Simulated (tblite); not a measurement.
Compound: C₇H₁₄FOP.
Structure used (GFN2-xTB), in Å, numbered top down from 1:
```xyz
24
C7H14FOP angstrom
C     -2.812   -0.975   -0.223
C     -1.751    0.071   -0.525
P     -0.755    0.373    0.993
O     -1.571    0.691    2.171
C      0.371   -1.058    1.235
C      1.426   -1.165    0.145
C      2.304    0.083    0.071
C      1.537    1.324   -0.377
F      0.993    1.086   -1.629
C      0.426    1.727    0.577
H     -3.343   -0.700    0.687
H     -3.529   -1.048   -1.038
H     -2.362   -1.955   -0.073
H     -2.222    1.029   -0.763
H     -1.123   -0.218   -1.365
H      0.830   -0.911    2.217
H     -0.236   -1.964    1.293
H      2.062   -2.033    0.340
H      0.948   -1.317   -0.823
H      2.747    0.290    1.047
H      3.113   -0.093   -0.641
H      2.232    2.165   -0.521
H      0.852    2.057    1.527
H     -0.148    2.560    0.161
```

Computed with GFN2-xTB (tblite): harmonic, unscaled wavenumbers at the GFN2-xTB geometry, gas phase. Errors from tens to a few hundred cm⁻¹ against measured bands are possible. One conformer, not necessarily the lowest.

Harmonic wavenumbers (cm⁻¹): 54.6, 96.1, 110.4, 158.9, 183.4, 218.5, 242.7, 252.4, 297.8, 313.5, 349.5, 378.0, 423.5, 453.3, 615.4, 636.2, 721.5, 734.4, 755.1, 797.2, 827.1, 850.7, 910.8, 929.0, 972.1, 983.5, 1005.6, 1009.7, 1040.4, 1075.2, 1084.4, 1144.0, 1152.7, 1171.0, 1208.3, 1215.2, 1235.6, 1257.9, 1268.3, 1284.3, 1302.0, 1310.7, 1342.9, 1348.9, 1405.5, 1418.8, 1433.7, 1437.2, 1467.2, 1486.8, 1492.9, 1495.0, 2880.4, 2938.9, 2943.6, 2955.6, 2958.8, 2964.9, 2967.1, 2983.5, 2993.3, 2999.7, 3005.9, 3022.5, 3028.2, 3033.0.

A = 1644, B = 887.8, C = 856.9 MHz; mass 164.077 u (most abundant isotopes); point group C1, symmetry number 1.

**Question.** What is the zero-point energy?

**Answer.** Half the sum of the wavenumbers: 44018 cm⁻¹ = 125.85 kcal/mol.

**Question.** Entropy at 273.15 K, 1 bar (ideal gas, RRHO, classical rotation)?

**Answer.** Translation 40.79, rotation 29.67, vibration 28.96: S = 99.4 cal/(mol K).

**Question.** And Cp and H(273.15 K) − H(0)?

**Answer.** Cp = 41.33 cal/(mol K), of which vibrations give 33.38 (their classical limit is 66 R = 131.2); H(273.15 K) − H(0) = 6.60 kcal/mol without the zero-point energy, 4.43 from vibrations.

**Question.** What must be added to the electronic energy to get the Gibbs energy at 273.15 K and 1 bar?

**Answer.** ZPE + [H(273.15 K) − H(0)] − T·S = 125.85 + 6.60 − 27.15 = 105.30 kcal/mol.

**Question.** Blend soft modes into free rotors: weight 1/[1 + (100 cm⁻¹/ν̃)⁴] for the oscillator and the rest for a rotor with moment μB/(μ + B), μ = h/(8π²ν), B = 10⁻⁴⁴ kg m². What vibrational entropy results?

**Answer.** 27.51 cal/(mol K) in place of 28.96, which changes −T·S at 273.15 K by +0.40 kcal/mol.

**Question.** How do the functions run with temperature in this model?

**Answer.** 
```tsv
T (K)	S (cal/(mol K))	Cp (cal/(mol K))	H − H(0) (kcal/mol)	G − H(0) (kcal/mol)	ln q(vib)
150	79.7	26.3	2.46	-9.50	2.80
250	95.9	38.3	5.68	-18.29	5.72
298.15	103.2	44.6	7.67	-23.09	7.16
400	118.2	57.8	12.90	-34.36	10.25
600	145.8	78.6	26.67	-60.80	16.39
900	181.8	98.5	53.50	-110.10	25.34
```

q(vib) and H(0) count from the zero-point level.

**Question.** Which modes carry the vibrational entropy at 273.15 K?

**Answer.** 54.6 cm⁻¹: 4.47; 96.1 cm⁻¹: 3.36; 110.4 cm⁻¹: 3.09; 158.9 cm⁻¹: 2.40; 183.4 cm⁻¹: 2.13; 218.5 cm⁻¹: 1.81 cal/(mol K); the other 60 give 11.69 together.

Hindered rotation and anharmonicity are outside this model. Other conformers, if any are populated, would add a mixing term that is left out. The structure is chiral; the term R ln 2 for an equal mix with its mirror image is left out.
